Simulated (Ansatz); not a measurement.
Basis-set extrapolation for CH$_{6}$AlBOSi, SMILES `[BH]1C[SiH2][O][AlH]1` (PBE0-D4/def2-TZVP geometry, frozen core, Ansatz). Multiplicity 1, RHF reference.

|  | def2-TZVPP | def2-QZVPP |
| --- | --- | --- |
| HF | -671.905732 | -671.928922 |
| MP2 correlation | -0.696151 | -0.746943 |
| CCSD(T) correlation | -0.772301 | not run |

Energies in hartree. Use E(X) = E(∞) + A·exp(−7.88·√X) for Hartree–Fock and E(X) = E(∞) + B·X^(−2.97) for correlation, with X = 3 and 4, and add CCSD(T) minus MP2 of the smaller set to the MP2 limit.

**Question.** What is the CCSD(T) energy at the basis-set limit?

**Answer.** HF limit: -671.928922 + (-0.023190) × 0.13774 = -671.93212. MP2 limit: -0.746943 + (-0.050792) × 0.74074 = -0.78457. Higher-order term: -0.772301 − (-0.696151) = -0.07615. Total: -672.79284 hartree, 3.12 eV below CCSD(T)/def2-TZVPP.
